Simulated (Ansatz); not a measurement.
Reactions of C$_{2}$H$_{10}$O$_{4}$Si$_{2}$ (`C[SiH](O)O[Si](C)(O)O`).

Isolated molecules relaxed with PBE0-D4/def2-TZVP in Ansatz; ΔE leaves out vibrations. CCSD(T)/CBS adds triple-zeta CCSD(T) − MP2 to the extrapolated MP2 energy (def2 sets, frozen cores). This one scheme is used for every species. For Br outer-core shells are correlated without core-valence functions, which leaves a few kJ/mol of doubt a bond. Scalar relativity is left out up to krypton. One conformer a species, not always the lowest.

Question: Order these by ΔE at CCSD(T)/CBS, lowest first. (Estimate.)
A. `C[SiH](O)O[Si](C)(O)O` + H₂ → `C[SiH2]O` + `C[Si](O)(O)O`
B. `C[SiH](O)O[Si](C)(O)O` + `CO[SiH](O)F` → `CO[SiH](F)OC` + `C[SiH](O)O[SiH](O)O`
C. `C[SiH](O)O[Si](C)(O)O` + HBr → `C[SiH](O)Br` + `C[Si](O)(O)O`
D. `C[SiH](O)O[Si](C)(O)O` + `CC(C)C(=O)CC(=O)C(C)(C)C` → `CC(C)(C)C(=O)CC(=O)C(C)(C)C` + `C[SiH](O)O[SiH](O)O`
E. `C[SiH](O)O[Si](C)(O)O` + H–F → `C[SiH](O)F` + `C[Si](O)(O)O`

Answer: E (-24.2 kJ/mol), C (+21.7 kJ/mol), D (+44.5 kJ/mol), B (+101.5 kJ/mol), A (+116.9 kJ/mol).

Largest T1 diagnostic: 0.013, for `CC(C)C(=O)CC(=O)C(C)(C)C`.
